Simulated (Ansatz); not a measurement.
FH4N2OTa (`[NH2][Ta]([NH2])(=[O])[F]`), 9 atoms. Total charge 0; spin multiplicity 1. Correlated methods include outer-core shells of Ta, which these sets cover unevenly. Ta: def2 effective core potential. All runs use 4 threads of a server CPU on a shared host. Correlated methods freeze the cores.

Q: Give the basis size and wall time and peak host memory of each of these runs in Ansatz. RKS PBE0-D4/def2-QZVPP energy; RKS r2SCAN-D4/def2-TZVPP energy and forces; RHF-CCSD(T)/def2-SVP energy; RKS ωB97M-V/def2-SVP energy; RHF-CCSD(T)/def2-TZVPP energy; direct RPA on PBE orbitals/def2-TZVPP energy; RKS ωB97M-V/def2-QZVPP energy; RKS PBE-D4/def2-TZVPP energy and forces; RHF-MP2/def2-QZVPP energy; RKS PBE0-D4/def2-TZVP frequencies; RKS PBE0-D4/def2-SVP energy; RKS ωB97M-V/def2-TZVPP energy and forces. (An estimate is asked.)

A: Computed: Other jobs shared the machine, so times are rough.

```tsv
level	job	functions	wall time	peak host memory (GiB)
RKS PBE0-D4/def2-SVP	energy	108	0.95 s	0.25
RKS PBE-D4/def2-TZVPP	energy and forces	236	2 s	0.3
RKS r2SCAN-D4/def2-TZVPP	energy and forces	236	3.2 s	0.33
RKS ωB97M-V/def2-SVP	energy	108	3.3 s	0.37
direct RPA on PBE orbitals/def2-TZVPP	energy	236	4.5 s	0.61
RKS PBE0-D4/def2-QZVPP	energy	429	4.9 s	1.3
RHF-CCSD(T)/def2-SVP	energy	108	7.5 s	0.67
RKS ωB97M-V/def2-TZVPP	energy and forces	236	8 s	0.81
RKS ωB97M-V/def2-QZVPP	energy	429	11 s	1.6
RHF-MP2/def2-QZVPP	energy	429	13 s	2.1
RKS PBE0-D4/def2-TZVP	frequencies	188	89 s	0.47
RHF-CCSD(T)/def2-TZVPP	energy	236	2.1 min	5.3
```
